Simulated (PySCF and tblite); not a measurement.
The numbers below are computed, except where a source is named.
System: C₄H₁₁NOSi, numbered as in [CH3:1][CH2:2][N:3]([CH3:4])[C:5](=[O:6])[SiH3:7].

For the rotation about the C2–N3 bond (torsion C1–C2–N3–C4 from 81° to -81°, falling): electronic barrier 4.04 kcal/mol, zero-point change 0.01 kcal/mol, thermal and entropy terms at 200 K a further 0.31 kcal/mol (symmetry numbers apart). The minimum is C1, the saddle Cs. The path came from a restrained scan, a climbing-image band and a saddle search at GFN2-xTB; energies are BP86/pcSseg-1 + D3(BJ), IEF-PCM chloroform//GFN2-xTB, thermal terms GFN2-xTB. Rates follow Eyring's equation with the number of equivalent paths and no tunnelling. Programs: tblite and PySCF.

How many equivalent paths lead out of the minimum?

1: the symmetry number of the minimum is 1, that of the saddle displaced along its mode 1.

Work out the rate at 200 K.

ΔG‡ = 4.36 kcal/mol; k_B T/h = 4.2×10¹² s⁻¹; exp(−ΔG‡/RT) = 1.7×10⁻⁵; times 1 gives k = 7.1×10⁷ s⁻¹. Wigner's tunnelling factor for the 113i cm⁻¹ mode would be 1.03.
